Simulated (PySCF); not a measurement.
Compound: C5H11NO.
Atom-mapped SMILES: `[CH3:1][C:2]([CH3:3])([CH3:4])[C:5]([NH2:6])=[O:7]` (hydrogens: H8, H9, H10 on C1; H11, H12, H13 on C3; H14, H15, H16 on C4; H17, H18 on N6)

Cartesian coordinates in Å at the PBE0-D3(BJ)/def2-SVP level; atoms count from 1:
```
atom  x, y, z in Å
C1    -0.192    0.296    1.421
C2    -0.382    0.034   -0.079
C3    -1.793   -0.484   -0.337
C4    -0.150    1.324   -0.874
C5     0.617   -1.045   -0.537
N6     1.931   -0.727   -0.396
O7     0.265   -2.114   -0.993
H8     0.800    0.712    1.652
H9    -0.943    1.020    1.775
H10   -0.314   -0.630    2.003
H11   -2.535    0.262   -0.015
H12   -1.973   -1.421    0.207
H13   -1.945   -0.696   -1.405
H14    0.843    1.761   -0.688
H15   -0.243    1.146   -1.956
H16   -0.899    2.081   -0.590
H17    2.619   -1.412   -0.681
H18    2.243    0.153   -0.017
```

Linear response at wB97X-D/def2-SVPD (PySCF, frozen core in the response, non-relativistic).

Static isotropic polarisability: 72.54 au (10.75 Å³), principal values 65.3, 75.1, 77.2 au.

(1) What is the polarisability at 1064 nm and at the sodium D line?

(2) What is the isotropic C6 coefficient between two such molecules, C6 = (3/π)∫α(iω)² dω?

(3) Which effective excitation energy ω̄ makes London's formula C6 = (3/4)α²ω̄ exact here?

(4) What n − 1 at the D line would an ideal gas of it have at 273.15 K and 1 atm (2.6868 × 10¹⁹ cm⁻³), by n − 1 = 2π·N·α′?

(5) What molar refraction at the D line follows from R = (4π/3)·N_A·α′, with α′ the polarisability volume?

(6) What three-body coefficient follows from the one-pole estimate C9 = (3/4)·α·C6?

(7) How many electrons N does the Slater–Kirkwood formula C6 = (3/4)·√N·α^(3/2) need to give this C6?

(8) The lowest 6 singlets have (eV, f): 5.70, 0.001; 7.27, 0.011; 7.42, 0.013; 7.73, 0.154; 8.37, 0.035; 8.46, 0.121. What share of the static polarisability do they carry in the sum over states α = Σ f/ω²?

## Answers

(1) 73.03 au at 1064 nm (+0.7 %), 74.17 au at 589.3 nm (+2.3 %). The rise at 589.3 nm is 3.34 times that at 1064 nm; a pure ω² law gives 3.26. The lowest singlet lies at 217 nm, shorter than both wavelengths.

(2) 2388 au (Eh·bohr⁶) by a ten-point quadrature over imaginary frequencies, which is 1430 eV·Å⁶ or 138 J·nm⁶/mol.

(3) ω̄ = 4·C6/(3α²) = 0.605 Eh = 16.5 eV. A one-pole form α(ω) = α/(1 − ω²/ω̄²) fitted to the 1064 nm value gives 14.2 eV. London's choice of the ionisation energy (9.43 eV, ΔSCF at the same level) gives C6 = 1370 au, 43 % too low.

(4) 18.56 × 10⁻⁴, a formal value whether or not that pressure can be reached.

(5) α′ = 10.99 Å³ gives R = 27.73 cm³/mol, for isolated, non-vibrating species.

(6) 130000 au. This is an estimate from the two numbers above, not a computed integral.

(7) N = (4·C6/3)²/α³ = 26.6; the species has 56 electrons in all.

(8) 3.88 au, 5.3 % of α; the largest term, 1.91 au, is that of the state at 7.73 eV. Their oscillator strengths add up to 0.34. Higher states carry the rest.

Hardware: one thread, x86-64 server, no GPU, shared host. Cost: 74 s. This is the whole response run at wB97X-D/def2-SVPD, SCF included.

One conformer stands for the species.

wB97X-D is run here without its empirical dispersion term; that term would change no orbital, density or response property at a fixed geometry.
